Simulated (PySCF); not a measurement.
# AgP at PBE

Computed with PBE; PySCF, spin-free X2C with a Gaussian nucleus, basis sets Ag x2c-TZVPPall, P x2c-TZVPPall.

For AgP, the state is ³Σ⁻ (triplet), unpaired electrons π ↑↑. The bond length is 2.319 Å. The harmonic wavenumber is 306 cm⁻¹ and the force constant is 1.33 mdyn/Å. The rotational constant Be is 0.1305 cm⁻¹ and the anharmonicity ωexe is 1.31 cm⁻¹. The vibration–rotation constant αe is 0.000785 cm⁻¹. The well depth De to Ag (4d10 5s1) + P is 1.96 eV and the dissociation energy D0 is 1.94 eV. The bond order (Mayer) is 1.39. The dipole moment (positive dipole means Ag(−)P(+)) is -2.28 D.

Spin–orbit coupling is left out, which matters for elements this heavy, above all for dissociation energies. The state is the lowest single determinant that the PBE0 search found; with open d or f shells the true ground state can be another one.
